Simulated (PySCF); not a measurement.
WO₂F₂, SMILES [O]=[W](=[O])([F])[F], multiplicity 1. Geometry: B3LYP-D3(BJ)/def2-SVP. The multiplicity is an assumed one; other spin states were not compared. The isomer is the one that the SMILES or the coordinates give; other isomers of the formula were not compared. The def2 effective core potentials stand for the cores of W; spin–orbit coupling is left out.

Method: PySCF with B3LYP-D3(BJ)/def2-SVP.

Harmonic wavenumbers (cm⁻¹): 176, 217, 254, 257, 360, 711, 719, 1017, 1054. Rotational constants (GHz): 3.864, 3.290, 3.047; symmetry number 2.

**Question.** Work out the zero-point energy and the ideal-gas rigid-rotor harmonic-oscillator thermochemistry at 298.15 K and 1 atm.

**Answer.** ZPE = ½ Σ hcν = ½ × 4765 cm⁻¹ = 28.50 kJ/mol. H − E(el) = 45.56 kJ/mol. Entropy in J/(mol K): translation 177.80, rotation 105.20, vibration 40.17, total 323.16. G − E(el) = -50.80 kJ/mol. Cp = 79.41 J/(mol K).
